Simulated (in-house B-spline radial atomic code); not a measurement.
Ionisation energies along the 33-electron series, configuration [Ar] 3d10 4s2 4p3, as differences of self-consistent energies. Dirac energy differences include first-order Breit, QED and recoil terms. NIST's values go from ground level to ground level; the uncertainty of those that are theory runs from under 0.1 % in few-electron ions to several per cent in heavy many-electron ones. Computed with a radial B-spline atomic code at the basis-set limit: Dirac-Hartree-Fock, average of the configuration, finite nuclei.

```tsv
ion	configuration after	ionisation energy (eV)	IE/(q+1)² (eV)	Breit and QED recoil part (eV)	tabulated value (eV)	tabulated kind	computed minus tabulated (eV)
As	[Ar] 3d10 4s2 4p2	8.4	8.3564	-0.0012607	9.78855	measured	-1.4
Se+	[Ar] 3d10 4s2 4p2	19.5	4.8795	-0.0051621	21.196	measured	-1.7
Br2+	[Ar] 3d10 4s2 4p2	33.1	3.6777	-0.010376	34.871	measured	-1.8
Kr3+	[Ar] 3d10 4s2 4p2	48.9	3.0545	-0.016873	50.85	measured	-2.0
Rb4+	[Ar] 3d10 4s2 4p2	?	?	?	?	tabulated theory	?
Sr5+	[Ar] 3d10 4s2 4p2	86.5	2.4036	-0.033933	88	tabulated theory	-1.5
Zr7+	[Ar] 3d10 4s2 4p2	131.9	2.0616	-0.056888	133.7	semi-empirical	-1.8
Nb8+	[Ar] 3d10 4s2 4p2	157.5	1.944	-0.070766	159.2	semi-empirical	-1.7
Mo9+	[Ar] 3d10 4s2 4p2	?	?	?	?	semi-empirical	?
Tc10+	[Ar] 3d10 4s2 4p2	214.1	1.7691	-0.10376	214	tabulated theory	0.1
Ru11+	[Ar] 3d10 4s2 4p2	245.1	1.7021	-0.12303	245	tabulated theory	0.1
Rh12+	[Ar] 3d10 4s2 4p2	?	?	?	?	tabulated theory	?
Pd13+	[Ar] 3d10 4s2 4p2	312.6	1.5951	-0.16763	311	tabulated theory	1.6
Ag14+	[Ar] 3d10 4s2 4p2	349.1	1.5517	-0.19313	347	tabulated theory	2.1
Cd15+	[Ar] 3d10 4s2 4p2	387.4	1.5134	-0.22084	385	tabulated theory	2.4
```

Fill in the row of Rb4+.

ionisation energy (eV): 66.7; IE/(q+1)² (eV): 2.6683; Breit and QED recoil part (eV): -0.024706; tabulated value (eV): 68.44; computed minus tabulated (eV): -1.7.

Fill in the row of Mo9+.

ionisation energy (eV): 184.8; IE/(q+1)² (eV): 1.8484; Breit and QED recoil part (eV): -0.08635; tabulated value (eV): 186.3; computed minus tabulated (eV): -1.5.

Fill in the row of Rh12+.

ionisation energy (eV): 278.0; IE/(q+1)² (eV): 1.6448; Breit and QED recoil part (eV): -0.1443; tabulated value (eV): 277; computed minus tabulated (eV): 1.0.

Where a p, d or f electron is removed, the computed value is a mean over both j, so it misses the tabulated one by a part of the spin-orbit splitting; averaging over terms and missing correlation add to the gap, relatively most at low charge.
